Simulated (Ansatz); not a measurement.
Computed with Ansatz on PBE0-D4/def2-TZVP structures; ΔE is electronic, products minus reactants. CCSD(T)/CBS adds triple-zeta CCSD(T) − MP2 to the extrapolated MP2 energy (def2 sets, frozen cores). This one scheme is used for every species. DFT in def2-TZVPP. B3LYP here is the variant with VWN-RPA as its local correlation; programs differ in this. Each species was taken in one conformer, which may not be the lowest.

Consider the hydrogenolysis of a B–Si bond: `NB([SiH3])CF` + H₂ → `NBCF` + SiH₄.

Is it downhill or uphill in electronic energy at CCSD(T)/CBS, and by how much? (Best estimate.)

The calculation gave: Downhill: ΔE = -36.5 kJ/mol.

What do these levels give: PBE-D4, r2SCAN-D4, ωB97M-V, B2PLYP, r2SCAN, B3LYP, SCS-MP2/def2-TZVPP, CCSD/def2-TZVPP, MP2/def2-QZVPP, SCS-MP2/def2-QZVPP, HF/CBS(def2), MP2/CBS(def2)? (An estimate is asked.)

The calculation gave: PBE-D4 -24.7, r2SCAN-D4 -32.0, ωB97M-V -40.7, B2PLYP -45.4, r2SCAN -33.8, B3LYP -48.6, SCS-MP2/def2-TZVPP -45.0, CCSD/def2-TZVPP -44.7, MP2/def2-QZVPP -37.1, SCS-MP2/def2-QZVPP -43.8, HF/CBS(def2) -71.3, MP2/CBS(def2) -35.9 kJ/mol.

Largest T1 diagnostic among the species: 0.013.

The D4 term adds +10.3 kJ/mol with B3LYP and +5.8 kJ/mol with PBE0; it sums over pairs of atoms, weighted by their polarisabilities, and B3LYP, whose exchange is more repulsive, gets the larger term. From PBE to PBE0 (25 % exact exchange), in def2-TZVPP and without D4, ΔE moves by −6.1 kJ/mol.
